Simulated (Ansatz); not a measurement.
Reaction (ligand exchange at a Ti–F bond): `[F][Ti]([Cl])([Cl])[SeH]` + HCl → `[Cl][Ti]([Cl])([Cl])[SeH]` + H–F

Calculated with Ansatz (gas phase, PBE0-D4/def2-TZVP geometries, no zero-point term in ΔE). CCSD(T)/CBS is the MP2 limit (def2-TZVPP, def2-QZVPP) plus CCSD(T) − MP2 in def2-TZVPP, frozen cores. This one scheme is used for every species. Functionals use def2-TZVPP. For Se, Ti outer-core shells are correlated without core-valence functions, which leaves a few kJ/mol of doubt a bond. Scalar relativity is left out up to krypton. Each species was taken in one conformer, which may not be the lowest.

`[F][Ti]([Cl])([Cl])[SeH]`:

Z-matrix (Å, degrees):
```
Ti
Cl 1 2.176
Cl 1 2.176 2 109.5
F 1 1.731 2 112.2 3 125.2
Se 1 2.395 2 109.3 3 -119.7
H 5 1.474 1 88.6 2 59.9
```

HCl:

Z-matrix (Å, degrees):
```
Cl
H 1 1.279
```

`[Cl][Ti]([Cl])([Cl])[SeH]`:

Z-matrix (Å, degrees):
```
Ti
Cl 1 2.161
Cl 1 2.171 2 112.5
Cl 1 2.171 2 112.6 3 124.2
Se 1 2.390 2 103.6 3 -117.9
H 5 1.475 1 88.6 2 -179.9
```

H–F:

Z-matrix (Å, degrees):
```
F
H 1 0.920
```

| level | ΔE (kJ/mol) | difference from CCSD(T)/CBS |
| --- | --- | --- |
| LDA (SPW92) | 21.2 | 14.4 |
| PBE-D4 | 21.0 | 14.2 |
| BLYP-D4 | 23.3 | 16.5 |
| r2SCAN-D4 | 23.5 | 16.7 |
| r2SCAN0 | 20.0 | 13.2 |
| CCSD/def2-SVP | 37.5 | 30.7 |
| SCS-MP2/def2-TZVPP | 7.2 | 0.4 |
| CCSD(T)/def2-TZVPP | 15.1 | 8.3 |
| MP2/def2-QZVPP | -8.8 | -15.6 |
| HF/CBS(def2) | 31.7 | 24.9 |
| CCSD(T)/CBS | 6.8 | 0 |

Largest T1 diagnostic among the species: 0.025, so the coupled-cluster value is less sure than usual.

From r2SCAN to r2SCAN0 (25 % exact exchange), in def2-TZVPP and without D4, ΔE moves by −4.5 kJ/mol. Leaving LDA and LC-ωPBE aside and taking each functional with its dispersion term where it has one, the values, not all of them listed here, spread over 22.8 kJ/mol, from PBE-QIDH to ωB97X-V. LDA lies −4.4 kJ/mol from PBE without D4.

CCSD(T)/CBS has its own doubt, a few kJ/mol and more with outer-core shells, so smaller differences from it don't rank the levels.
